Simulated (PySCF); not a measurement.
O₃Ta, SMILES [O]=[Ta]1[O][O]1 (connectivity only; charge and spin as stated), neutral, multiplicity 2.

The structure is a stationary point at r2SCAN-D4/def2-TZVP. The spin state was assumed, not searched. The def2 effective core potentials stand for the cores of Ta; spin–orbit coupling is left out.

Computed with TDA-B3LYP/def2-SVPD run with PySCF 2.14.0.

Vertical excitations. Isolated molecule, no solvent.

### Question
Estimate the UV-visible absorptions. (Estimate from the structure and the level; the computed values follow.)

### Answer

```
state    energy (eV)  λ (nm)      f                                main pairs
-------  -----------  ------  -----  ----------------------------------------
root 1          0.95    1307  0.017                          α HOMO→LUMO 98 %
root 2          1.59     777  0.029                        α HOMO→LUMO+1 97 %
root 3          2.56     485  0.000                        α HOMO−1→LUMO 97 %
root 4          2.72     455  0.004                          β HOMO→LUMO 95 %
root 5          2.97     418  0.003  α HOMO−1→LUMO+1 81 %, β HOMO→LUMO+2 14 %
root 6          3.25     382  0.000                        β HOMO→LUMO+1 96 %
root 7          3.37     367  0.028                        α HOMO→LUMO+2 98 %
root 8          3.80     326  0.029                        α HOMO→LUMO+3 85 %
root 9          3.83     324  0.008  α HOMO−1→LUMO+1 14 %, β HOMO→LUMO+2 71 %
root 10         4.13     300  0.002                        α HOMO−2→LUMO 92 %
```
Unrestricted roots are not spin-pure.
